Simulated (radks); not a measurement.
Values are calculated unless marked as measured or tabulated.
The chlorine anion Cl-, [Ar], held by a Watson sphere: a shell of charge +1.21 at radius R that stands for the Madelung well of a crystal (potential energy -1.21/R inside, -1.21/r outside, in hartree with lengths in bohr). Level of theory: scalar-relativistic Kohn-Sham, LDA (Slater exchange, Perdew-Wang correlation), spin-unpolarised, spherical densities, point nucleus (a radial shooting solver on a logarithmic mesh with Libxc functionals). Response by self-consistent Sternheimer equations with the Hartree and adiabatic LDA kernel, the relativistic mass of each level held fixed and spin-orbit coupling left out. The sphere does not respond.

R (bohr)  e(2p) (eV)  e(3s) (eV)  e(3p) (eV)  <r> 3p (bohr)  sum of <r^2> (bohr^2)  X-ray form factor at sin(theta)/lambda = 0.1 1/angstrom  alpha (bohr^3)
1.91         -191.72     -23.362     -11.485          1.835                  31.43                                                   15.984           15.42
2.18         -191.50     -22.655     -10.941          1.873                  32.64                                                   15.922           17.10
2.52         -191.15     -21.818     -10.231          1.914                  33.99                                                   15.856           19.43
3.01         -190.52     -20.744      -9.240          1.959                  35.59                                                   15.784           23.01
4.48         -188.55     -18.344      -6.873          2.031                  38.44                                                   15.680           33.23
4.64         -188.36     -18.143      -6.671          2.035                  38.62                                                   15.674           34.18
